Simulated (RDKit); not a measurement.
Job for RDKit: UFF on CH7PSi (SMILES C[SiH2]P), a point of a torsion scan.

```python
from rdkit import Chem
from rdkit.Chem import AllChem, rdDetermineBonds

blocks = [
'''10

C    -1.16543749    0.65437254   -0.07075191
Si   -0.10451295   -0.91802479    0.09037896
P     2.09554702   -0.44536418    0.02198233
H    -2.22350821    0.41221008   -0.08501852
H    -0.99322633    1.33859692    0.75638936
H    -0.93497112    1.18558401   -0.99079507
H    -0.41650125   -1.60319354    1.35031215
H    -0.36536097   -1.81845700   -1.03791082
H     1.94406079    0.92087141   -0.12449131
H     2.24838505   -0.33159922    1.39096322
''',
]
mol = None
for b in blocks:
    f = Chem.MolFromXYZBlock(b)
    rdDetermineBonds.DetermineBonds(f, charge=0)
    mol = f if mol is None else Chem.CombineMols(mol, f)
Chem.SanitizeMol(mol)
print(Chem.MolToSmiles(Chem.RemoveHs(mol)))
ff = AllChem.UFFGetMoleculeForceField(mol, vdwThresh=100.0, ignoreInterfragInteractions=False)
e = ff.CalcEnergy()
print(f'UFF energy {e:.6f} kcal/mol')
```

It printed:

```
C[SiH2]P
UFF energy 4.526625 kcal/mol
```

The run finished.

Cost: very roughly 0.020 core-seconds.
